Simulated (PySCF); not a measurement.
Several structures and their simulated spectra, in scrambled order.

A. SMILES FCF
B. `InChI=1S/C6H4O/c1-3-5-6(7)4-2/h1-2H,5H2`
C. `C#Cc1ccco1`

Spectrum 1. ¹³C{¹H} NMR (computed): δ 148.6 (CH), 141.9 (C), 126.9 (CH), 117.9 (CH), 92.2 (CH), 78.9 (C).

Spectrum 2. ¹³C{¹H} NMR (computed): δ 113.6 (CH2, t, J = 301.8 Hz).

Spectrum 3. ¹³C{¹H} NMR (computed): δ 184.9 (C), 91.0 (CH), 83.2 (C), 82.3 (CH), 81.2 (C), 39.5 (CH2).

- PBE0/pcSseg-1 with gauge-including orbitals
- couplings computed with B3LYP/pcJ-1
- GFN2-xTB geometry
- program: PySCF 2.14.0 with density-fitted response routines
- relativity neglected, a single conformation, averaged over atoms made equivalent by symmetry, fast rotation or ring inversion, no solvent model

References, each an isolated molecule treated in the same way: ¹³C (σref 186.93) vs TMS. One-bond C–F couplings are unscaled and too large by tens of Hz. Shifts are as computed. Against solution values, carbons near 30 ppm lie about +3 ppm off and those near 130 ppm about +5 ppm. Of 1211 compounds with measured shifts, 218 miss one by over three times the rms of a fit or turn the order of signals round; such compounds aren't used in these exercises. For the larger molecules the spin–dipole term is left out of H,H and C,H couplings.

Question: Match each spectrum to its structure.

Answer: 1–C, 2–A, 3–B.

- Spectrum 1 (C): 6 ¹³C signals; δC 126.9 is an aromatic CH; δC 92.2 is a terminal alkyne carbon.
- Spectrum 2 (A): a single ¹³C signal, at 113.6 ppm (sp3 CH2 bonded to 2 F).
- Spectrum 3 (B): 6 ¹³C signals; δC 91.0 is a terminal alkyne carbon; δC 83.2 is an alkyne carbon.
